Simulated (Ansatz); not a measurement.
Computed with Ansatz.

A structure relaxed at PBE0-D4/def2-TZVP, charge 0, multiplicity 1:

Cartesian coordinates in Å:
```
F -1.0800 1.7469 -0.3179
C -0.6146 0.8203 0.5930
Sn 0.3270 -0.8329 -0.4409
Br 2.6856 -0.1542 -0.8325
H -1.4572 0.4629 1.1917
H 0.1153 1.3022 1.2474
H 0.3921 -2.2357 0.5275
H -0.3681 -1.1094 -1.9683
```

Task: Give its formula and SMILES.

Result: CH4BrFSn, `F[CH2][SnH2][Br]`.

Task: Summarise the bond lengths by kind.

Result: 1 × C–F 1.380 Å; 1 × C–Sn 2.165 Å; 2 × C–H 1.092 to 1.094 Å; 1 × Br–Sn 2.485 Å; 2 × H–Sn 1.701 to 1.706 Å.
